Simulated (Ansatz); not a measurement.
A run on C4H3F5 (`F/C(=C/C(F)F)C(F)F`) with other settings.

```yaml
crystal:
  periodic: [false, false, false]
  atoms:
    - {symbol: F, position_ang: [-0.444509, 0.357505, -2.234958]}
    - {symbol: C, position_ang: [-0.114419, 0.233211, -0.945360]}
    - {symbol: C, position_ang: [-0.753153, -0.642926, -0.192210]}
    - {symbol: C, position_ang: [-0.518560, -0.940167, 1.245664]}
    - {symbol: F, position_ang: [-0.304663, -2.276145, 1.380590]}
    - {symbol: F, position_ang: [-1.647348, -0.651013, 1.947707]}
    - {symbol: C, position_ang: [0.988582, 1.206130, -0.639273]}
    - {symbol: F, position_ang: [1.197199, 1.339077, 0.686446]}
    - {symbol: F, position_ang: [2.140871, 0.772082, -1.200244]}
    - {symbol: H, position_ang: [-1.537234, -1.230728, -0.659202]}
    - {symbol: H, position_ang: [0.314809, -0.412586, 1.703990]}
    - {symbol: H, position_ang: [0.755425, 2.190559, -1.059148]}
basis:
  gaussian: {orbitals: def2-SVP}
total_charge: 1
magnetization: {spin_polarized: true, initial_magnetization: 1}
hamiltonian: {xc: {name: revPBE0}, dispersion: d3bjatm}
```

```sh
$ ansatz run in.yaml --threads 2 --pin off --events-out ev --progress --plain --max-ram 32768MiB --backend cpu
```

It prints (some lines left out):

```
Functional definition: revPBE0
1378 factors; integrals over basis functions are off by at most 1.2e-3 eV
mean field evaluation 1: about -17742.0143 eV, gradient 3.9e1 eV
mean field evaluation 2: about -17737.0637 eV, gradient 5.5e1 eV
mean field evaluation 4: about -17746.6512 eV, gradient 1.9e0 eV
mean field evaluation 8: about -17747.0679 eV, gradient 2.4e-1 eV
mean field evaluation 16: about -17747.0685 eV, gradient 9.9e-3 eV
mean field evaluation 32: about -17747.0685 eV, gradient 2.0e-5 eV
mean field -17747.06850620 eV, -652.1927382079 hartree, gradient 2.0e-5 eV, S^2 0.752757; 2 other end points of the search recorded, 0 dependent functions left out
reference -17747.06852769 eV, -652.1927389977 hartree; 36, 35 occupied and 105, 106 virtual orbitals, 1378 factors
Total energy: -17747.58569692 eV, -652.2117446162 hartree
```

It took 9.5 s on 2 threads of an AMD EPYC 7R13 on a shared host, with 0.65 GiB of host memory at the peak.
